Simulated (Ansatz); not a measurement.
Relaxation of GeH$_{4}$O (6 atoms, charge 0, multiplicity 1), to a largest force component of 0.03 eV/Å in at most 50 steps.

All numbers below come from Ansatz, UKS PBE-D4/def2-mTZVP.

```xyz
6
Properties=species:S:1:pos:R:3
Ge 0.594 1.161 -1.146
O -0.878 -1.195 0.326
H -0.221 -0.676 0.828
H -0.438 2.034 -0.273
H 1.323 0.658 0.224
H -0.380 -1.983 0.041
```

Question: Where does it end, and by what steps?

Answer: The run converged. After 7 steps the energy has fallen by 0.430 eV; Ge1 moved furthest, 0.46 Å. Joined: Ge1–O2.

| step | energy less start (eV) | largest force component (eV/Å) | accepted |
| --- | --- | --- | --- |
| 0 | 0.0000 | 0.328 | yes |
| 1 | -0.0955 | 1.473 | yes |
| 2 | -0.2706 | 0.922 | yes |
| 3 | -0.3988 | 0.428 | yes |
| 4 | -0.4008 | 0.508 | yes |
| 5 | -0.4000 | 0.721 | no |
| 6 | -0.4264 | 0.099 | yes |
| 7 | -0.4305 | 0.021 | yes |

```xyz
6
Properties=species:S:1:pos:R:3
Ge 0.407 0.756 -1.038
O -0.706 -0.853 0.135
H -0.393 -0.682 1.045
H -0.498 1.798 -0.202
H 1.482 0.683 0.180
H -0.292 -1.701 -0.120
```

Whether the end is a true minimum wasn't checked by a vibrational analysis.

Time of the run: 9.2 s on 2 threads of Arm Neoverse V2, with other jobs on the host, peak memory 0.14 GiB.
